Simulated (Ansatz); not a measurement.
The cluster Zn2Br3, relaxed as a doublet with UKS PBE-D4/def2-SVP in Ansatz, starting from the GFN1-xTB geometry. Force threshold 0.02 eV/Å.

The structure comes from a short search, and lower isomers may exist.

Start:

Cartesian coordinates in Å:
```
Zn 2.058 0.898 -1.381
Zn -0.686 -0.273 0.466
Br 0.300 -1.165 -1.618
Br 0.754 1.675 0.901
Br -2.427 -1.134 1.633
```

Q: Estimate the energy that the relaxation releases and the steps that it takes.

A: 11.1 kJ/mol, in 5 steps; 16 s on 4 threads of Arm Neoverse V1 on a shared host. No frequencies were taken in this run, so the end may be a saddle point.

Q: Does the start keep its bonding and symmetry?

A: By distances, no bond broke or formed. The bond that changes most is Zn1–Br4, from 2.74 to 2.57 Å (atoms count from 1). Point group Cs at the start, C2v at the end, both within 0.05 Å.

Q: Predict the relaxed structure.

A: 
```xyz
5

Zn    1.919    0.850   -1.285
Zn   -0.640   -0.279    0.433
Br    0.340   -1.133   -1.630
Br    0.771    1.656    0.863
Br   -2.390   -1.094    1.619
```
Bond lengths (bridged metal pairs left out): 5 × Br–Zn 2.27 to 2.57 Å.
